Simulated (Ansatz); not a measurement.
Calculated with Ansatz (gas phase, PBE0-D4/def2-TZVP geometries, no zero-point term in ΔE). CBS: MP2 limit from def2 TZ/QZ plus the TZ coupled-cluster correction, frozen cores. This one scheme is used for every species. Functionals use def2-TZVPP. B3LYP here is the variant with VWN-RPA as its local correlation; programs differ in this. Each species was taken in one conformer, which may not be the lowest.

Consider the ligand exchange at the Si–Cl bond: `[SiH3][NH][AlH][SiH2]Cl` + H–F → `F[SiH2][AlH][NH][SiH3]` + HCl.

```json
{"level": "PBE0-D4", "ΔE (kJ/mol)": "-15.9", "difference from CCSD(T)/CBS": "5.5"}
{"level": "ωB97M-V", "ΔE (kJ/mol)": "-24.5", "difference from CCSD(T)/CBS": "-3.1"}
{"level": "B2PLYP", "ΔE (kJ/mol)": "-30.4", "difference from CCSD(T)/CBS": "-9.0"}
{"level": "PBE", "ΔE (kJ/mol)": "-22.0", "difference from CCSD(T)/CBS": "-0.6"}
{"level": "B3LYP", "ΔE (kJ/mol)": "-34.4", "difference from CCSD(T)/CBS": "-13.0"}
{"level": "HF/def2-TZVPP", "ΔE (kJ/mol)": "-38.2", "difference from CCSD(T)/CBS": "-16.8"}
{"level": "MP2/def2-TZVPP", "ΔE (kJ/mol)": "-19.8", "difference from CCSD(T)/CBS": "1.6"}
{"level": "CCSD(T)/def2-TZVPP", "ΔE (kJ/mol)": "-25.5", "difference from CCSD(T)/CBS": "-4.1"}
{"level": "MP2/def2-QZVPP", "ΔE (kJ/mol)": "-18.1", "difference from CCSD(T)/CBS": "3.3"}
{"level": "CCSD/CBS(def2)", "ΔE (kJ/mol)": "-24.1", "difference from CCSD(T)/CBS": "-2.7"}
{"level": "CCSD(T)/CBS", "ΔE (kJ/mol)": "-21.4", "difference from CCSD(T)/CBS": "0"}
```

Largest T1 diagnostic among the species: 0.012.

In def2-TZVPP, CCSD(T) changes the Hartree–Fock value by +12.6 kJ/mol (the triples alone add +2.6 kJ/mol) and MP2 by +18.4 kJ/mol. The D4 term adds +7.7 kJ/mol with B3LYP and +4.2 kJ/mol with PBE0; it sums over pairs of atoms, weighted by their polarisabilities, and B3LYP, whose exchange is more repulsive, gets the larger term.
